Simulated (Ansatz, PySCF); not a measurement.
Complex: ethylamine (SMILES CCN) (first 10 atoms) with HF (SMILES F); geometry from B3LYP-D3(BJ)/def2-TZVP, rigid monomers moved along the line of their centres of mass till N3···H12 is 1.47 Å.
(charge 0, multiplicity 1):
```xyz
12

C      1.2488     0.4907     0.0162
C     -0.2581     0.3102    -0.0588
N     -0.6906    -0.7789     0.8387
H      1.5661     1.3184    -0.6192
H      1.5586     0.6969     1.0408
H      1.7683    -0.4086    -0.3250
H     -0.5677     0.1293    -1.0943
H     -0.7585     1.2201     0.2771
H     -1.6941    -0.9165     0.7888
H     -0.2540    -1.6555     0.5716
F      0.0221    -0.0358     3.0564
H     -0.2629    -0.3648     2.1847
```

Counterpoise-corrected where a basis set is named; no monomer relaxation.

Cores are frozen in the correlated methods.

Run with Ansatz (a quantum-chemistry and plane-wave program) with Gaussian orbitals; PySCF for the dispersion terms. Values without a source in brackets are computed.

PBE/def2-TZVPPD gives -15.41 kcal/mol for the interaction energy.

Where do these levels fall relative to PBE: PBE-D3(BJ)/def2-TZVPPD, r2SCAN/def2-TZVPPD, B3LYP/def2-TZVPPD, wB97M-V/def2-TZVPPD, MP2/aug-cc-pVDZ, CCSD(T)/aug-cc-pVDZ.

PBE-D3(BJ)/def2-TZVPPD -1.03; r2SCAN/def2-TZVPPD -1.15; B3LYP/def2-TZVPPD 1.24; wB97M-V/def2-TZVPPD 0.63; MP2/aug-cc-pVDZ 2.47; CCSD(T)/aug-cc-pVDZ 3.07 kcal/mol. 4 of 6 lie above PBE; the widest gap is to CCSD(T)/aug-cc-pVDZ.
